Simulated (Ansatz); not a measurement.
C6H13, doublet, geometry from GFN2-xTB. Base run: SVWN5/STO-3G run with Ansatz (a quantum-chemistry and plane-wave program).

The Ansatz input:
Ansatz 0.2 input:
```yaml
crystal:
  periodic: [false, false, false]
  atoms:
    - {symbol: C, position_ang: [-2.75616312, -0.20561197, 0.21276207]}
    - {symbol: C, position_ang: [-1.78454608, 0.34115459, -0.75813841]}
    - {symbol: C, position_ang: [-0.36833833, -0.07787926, -0.76501162]}
    - {symbol: C, position_ang: [0.47699560, 0.72934297, 0.24942291]}
    - {symbol: C, position_ang: [1.96728692, 0.39989938, 0.18541199]}
    - {symbol: C, position_ang: [2.29100802, -1.01760492, 0.64259801]}
    - {symbol: H, position_ang: [-2.43036344, -1.17449609, 0.58708687]}
    - {symbol: H, position_ang: [-3.74337372, -0.31406975, -0.24055654]}
    - {symbol: H, position_ang: [-2.88342474, 0.46072730, 1.07634029]}
    - {symbol: H, position_ang: [-2.06746123, 1.21659395, -1.31898910]}
    - {symbol: H, position_ang: [0.06525893, 0.07423610, -1.75750878]}
    - {symbol: H, position_ang: [-0.29501304, -1.13731544, -0.50994433]}
    - {symbol: H, position_ang: [0.10161226, 0.53347479, 1.25569411]}
    - {symbol: H, position_ang: [0.33847710, 1.79290047, 0.04232314]}
    - {symbol: H, position_ang: [2.32530831, 0.54255798, -0.83693164]}
    - {symbol: H, position_ang: [2.50353754, 1.10698358, 0.82389160]}
    - {symbol: H, position_ang: [1.85952607, -1.75394638, -0.03040284]}
    - {symbol: H, position_ang: [1.90061025, -1.19301961, 1.64295739]}
    - {symbol: H, position_ang: [3.36784771, -1.17043147, 0.66376993]}
basis:
  gaussian:
    orbitals: STO-3G
hamiltonian:
  xc: {name: SVWN5}
magnetization: {spin_polarized: true, initial_magnetization: 1}
```

Each row names what was changed in the base input (with any setting that the change needs).

| change | ΔE vs base (kcal/mol) |
|---|---|
| base | 0.000 |
| lower_state_search = light | 0.000 |
| final_grid = 4, 8, 17 | 0.125 |
| point_charge = charge:-1.0 position_ang:-4.0704, -0.7532, 5.441 | -0.71 |
| lower_state_search = full | 0.000 |
| point_charge = charge:0.5 position_ang:-3.7095, 0.8131, 5.678 | 0.088 |
| final_grid = 10, 20, 41 | 0.000 |
| accuracy = high | 0.003 |
| final_grid = 14, 28, 59 | 0.002 |
| point_charge = charge:1.0 position_ang:4.377, -5.2838, 0.4797 | -0.590 |
| nuclear_model = gaussian | 0.008 |
